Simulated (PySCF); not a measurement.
## Radial density of Sr (strontium, neutral)

BP86, [Kr] 5s2, closed-shell 1S. Computed with PySCF 2.14 in x2c-SVPall, with the spin-free X2C one-electron Hamiltonian (Gaussian nucleus).

| r (bohr) | 4πr²ρ (e/bohr) |
| --- | --- |
| 0.0352 | 45.52 |
| 0.0593 | 39.44 |
| 0.0997 | 54.15 |
| 0.168 | 48.00 |
| 0.282 | 34.15 |
| 0.475 | 38.02 |
| 0.798 | 11.18 |
| 1.34 | 7.037 |
| 2.26 | 2.027 |
| 3.80 | 0.6188 |
| 6.39 | 0.1758 |
| 10.7 | 0.001667 |

Densities and radii are taken from the X2C orbitals without a picture-change correction, which distorts them close to the nucleus.
